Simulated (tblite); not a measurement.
Species: C5H3F3NO (doublet state).
Atom-mapped SMILES: `[NH2:1][C:2](=[O:3])/[C:4]=[CH:5]\[C:6]([F:7])=[C:8]([F:9])[F:10]` (hydrogens: H11, H12 on N1; H13 on C5)

Structure used (GFN2-xTB), in Å, numbered top down from 1:
```
atom  x, y, z in Å
N1     2.5633   -0.6663    0.9099
C2     1.9809   -0.3351   -0.2781
O3     2.3832   -0.7357   -1.3595
C4     0.8909    0.5708   -0.1998
C5    -0.3543    0.9055   -0.3671
C6    -1.4617   -0.0273   -0.5653
F7    -1.1855   -1.3375   -0.4828
C8    -2.7181    0.3489   -0.8179
F9    -3.7487   -0.4571   -1.0038
F10   -3.0867    1.6205   -0.9077
H11    3.2710   -1.3824    0.8928
H12    2.1200   -0.4511    1.7854
H13   -0.6586    1.9473   -0.3464
```

Computed with GFN2-xTB (tblite): harmonic, unscaled wavenumbers at the GFN2-xTB geometry, gas phase. This tight-binding method is rough: wavenumbers can miss measured ones by several per cent, in bad cases by 10 to 20. One conformer, not necessarily the lowest. Open shells enter through the occupations alone, without spin polarisation, and single modes of such species can be off by tens of per cent.

Harmonic wavenumbers (cm⁻¹): 39.7, 44.9, 52.7, 131.9, 144.4, 216.1, 258.7, 343.3, 355.3, 400.2, 436.5, 465.6, 477.4, 509.6, 552.5, 570.3, 643.3, 764.0, 776.9, 840.9, 1021.9, 1052.9, 1190.0, 1213.3, 1231.3, 1258.1, 1433.8, 1632.2, 1719.3, 1803.1, 2991.5, 3468.6, 3542.4.

A = 3366, B = 585.3, C = 545.3 MHz; mass 150.017 u (most abundant isotopes); point group C1, symmetry number 1; spin multiplicity 2.

Problem. What is the zero-point energy?

Solution. Half the sum of the wavenumbers: 15791 cm⁻¹ = 45.15 kcal/mol.

Problem. Give the ideal-gas entropy at 298.15 K and 1 bar in the rigid-rotor, harmonic-oscillator model (classical rotation).

Solution. Translation 40.95, rotation 30.08, vibration 32.99, spin (R ln 2) 1.38: S = 105.4 cal/(mol K).

Problem. And Cp and H(298.15 K) − H(0)?

Solution. Cp = 37.95 cal/(mol K), of which vibrations give 30.00 (their classical limit is 33 R = 65.6); H(298.15 K) − H(0) = 7.25 kcal/mol without the zero-point energy, 4.88 from vibrations.

Problem. Which modes carry the vibrational entropy at 298.15 K?

Solution. 39.7 cm⁻¹: 5.27; 44.9 cm⁻¹: 5.03; 52.7 cm⁻¹: 4.71; 131.9 cm⁻¹: 2.92; 144.4 cm⁻¹: 2.74; 216.1 cm⁻¹: 1.99 cal/(mol K); the other 27 give 10.32 together.

Problem. How do the functions run with temperature in this model?

Solution. 
```csv
T (K),S (cal/(mol K)),Cp (cal/(mol K)),H − H(0) (kcal/mol),G − H(0) (kcal/mol),ln q(vib)
150,84.0,24.9,2.53,-10.08,4.12
250,99.0,34.3,5.51,-19.26,7.02
400,117.5,44.4,11.45,-35.55,11.10
600,137.3,53.1,21.28,-61.10,16.01
900,160.4,60.4,38.42,-105.91,22.36
```

q(vib) and H(0) count from the zero-point level.

Problem. What must be added to the electronic energy to get the Gibbs energy at 298.15 K and 1 bar?

Solution. ZPE + [H(298.15 K) − H(0)] − T·S = 45.15 + 7.25 − 31.43 = 20.97 kcal/mol.

Problem. Blend soft modes into free rotors: weight 1/[1 + (100 cm⁻¹/ν̃)⁴] for the oscillator and the rest for a rotor with moment μB/(μ + B), μ = h/(8π²ν), B = 10⁻⁴⁴ kg m². What vibrational entropy results?

Solution. 28.96 cal/(mol K) in place of 32.99, which changes −T·S at 298.15 K by +1.20 kcal/mol.

Hindered rotation and anharmonicity are outside this model. Other conformers, if any are populated, would add a mixing term that is left out. The structure is chiral; the term R ln 2 for an equal mix with its mirror image is left out.

Hardware: one thread of an Intel Xeon Platinum 8259CL at 2.50 GHz, on a shared host. Cost: 0.64 s of wall time. The figure is for the frequency step alone.
